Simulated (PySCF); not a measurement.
Zn(NH2)(SMe) (CH5NSZn), SMILES C[S][Zn][NH2].

Geometry: ωB97X-D3(BJ)/def2-SVP. The structure was generated by enumeration; whether it is a known compound was not checked. Other conformers were not sampled.

Level of theory: PySCF with PBE/def2-TZVP.

Computed frontier levels, gap, dipole moment and polarisability:
```yaml
highest_occupied_level: -5.47 eV
lowest_empty_level: -1.36 eV
orbital_gap: 4.11 eV
dipole_moment: 2.15 D
quadrupole, principal values (traceless, Buckingham form, about the centre of nuclear charge): -2.22, 0.86, 1.36 D·Å
mean_static_polarisability: 68.3 bohr³ (10.12 Å³)
polarisability_principal_values: 51.1, 59.4, 94.4 bohr³
```
